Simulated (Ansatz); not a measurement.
`[NH2][Sc]([NH2])[F]` and `[NH2][Sc]([NH2])[OH]` differ in one atom or group.

Ansatz, PBE0-D4/def2-TZVP geometries, multiplicity 1. Each molecule was computed in one conformer, which needn't be the lowest.

Scalar relativity is left out up to krypton.

```
                                                                                  property  `[NH2][Sc]([NH2])[F]`
                                                        LUMO energy (PBE0/def2-TZVPP) / eV                  -1.46
                                        size of the dipole moment (ωB97M-V/def2-TZVPP) / D                   2.16
                                                     LUMO energy (ωB97M-V/def2-TZVPP) / eV                  -0.01
                                          size of the dipole moment (B3LYP/def2-TZVPP) / D                   2.23
                                                   HOMO–LUMO gap (ωB97M-V/def2-TZVPP) / eV                   9.47
ideal-gas entropy at 298 K and 1 bar (rigid rotor, harmonic PBE0-D4/def2-TZVP) / J/(mol·K)                    336
```

Q: Give the same properties after the change, and the shifts. (Best estimate.)

A: Ansatz gave: 
```
                                                                                  property  `[NH2][Sc]([NH2])[OH]`  shift
                                                        LUMO energy (PBE0/def2-TZVPP) / eV                   -1.13   0.33
                                        size of the dipole moment (ωB97M-V/def2-TZVPP) / D                    0.13  -2.03
                                                     LUMO energy (ωB97M-V/def2-TZVPP) / eV                    0.26   0.27
                                          size of the dipole moment (B3LYP/def2-TZVPP) / D                    0.07  -2.16
                                                   HOMO–LUMO gap (ωB97M-V/def2-TZVPP) / eV                    9.40  -0.07
ideal-gas entropy at 298 K and 1 bar (rigid rotor, harmonic PBE0-D4/def2-TZVP) / J/(mol·K)                     352     16
```

The zero-point energy changes by 26.8 kJ/mol with +3 modes. Dipoles are sizes alone; their direction can turn.

B3LYP here is the variant with VWN-RPA as its local correlation; programs differ in this.
